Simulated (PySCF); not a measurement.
# Correlation energy of F³⁺ (fluorine, charge +3)

[He] 2s2 2p2, high-spin 3P determinant. Calculation: PySCF 2.14, in dyall-acv3z (15s9p4d2f, 76 functions); no relativity, point nucleus. Frozen: nothing; 6 electrons correlated; the 5 highest virtual orbitals of each spin left out.

```
  level  correlation energy (mhartree)
   CCSD                        -158.97
    (T)                          -1.45
CCSD(T)                        -160.42
```

Diagnostics: T1 = 0.0033, D1 = 0.0080, largest double amplitude 0.120.

Cost of the coupled-cluster step: roughly 9 core-seconds, for 6 correlated electrons.
